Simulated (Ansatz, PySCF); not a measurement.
The pair A = BF3 (SMILES FB(F)F) (first 4 atoms), B = H2O (SMILES O); geometry from B3LYP-D3(BJ)/def2-TZVP.
(charge 0, multiplicity 1):
```xyz
7

F      1.05792    -0.78438     0.30187
B      0.02947     0.02507     0.57220
F      0.21096     1.34710     0.36965
F     -1.21323    -0.46047     0.36874
O      0.03741     0.01558     2.43720
H     -0.82619    -0.28527     2.75055
H      0.16460     0.91976     2.75461
```

Cores are frozen in the correlated methods. CBS(a, b) extrapolates the correlation energy as X⁻³ and adds the Hartree–Fock energy of set b. MP2 and its Hartree–Fock in aug-cc-pVTZ are density fitted.

Programs: Ansatz (a quantum-chemistry and plane-wave program) with Gaussian orbitals; PySCF for the dispersion terms. 

The monomers are drawn apart, rigid, along the line of their centres of mass. Counterpoise-corrected interaction energies (kcal/mol):

```
level                                                     R = 2.836 Å  R = 3.582 Å
--------------------------------------------------------  -----------  -----------
PBE/def2-TZVPPD                                               -8.9175      -3.6266
PBE-D3(BJ)/def2-TZVPPD                                        -9.6038      -3.9829
wB97M-V/def2-TZVPPD                                          -10.1669      -4.0818
MP2/CBS(aug-cc-pVDZ, aug-cc-pVTZ) + ΔCCSD(T)/aug-cc-pVDZ      -9.6901      -4.0305
```

### Question
R is the distance of the centres of mass. Find the local exponent m of E ∝ R⁻ᵐ between the two points.

### Answer

m = ln(E₁/E₂)/ln(R₂/R₁): PBE/def2-TZVPPD 3.9; PBE-D3(BJ)/def2-TZVPPD 3.8; wB97M-V/def2-TZVPPD 3.9; MP2/CBS(aug-cc-pVDZ, aug-cc-pVTZ) + ΔCCSD(T)/aug-cc-pVDZ 3.8. For scale, two fixed dipoles give m = 3, dipole and quadrupole 4, quadrupoles 5, and dispersion or dipole-induced dipole 6 at long range; at these distances several terms mix, and what is left of overlap and damping shifts m, so it need not match one of them.
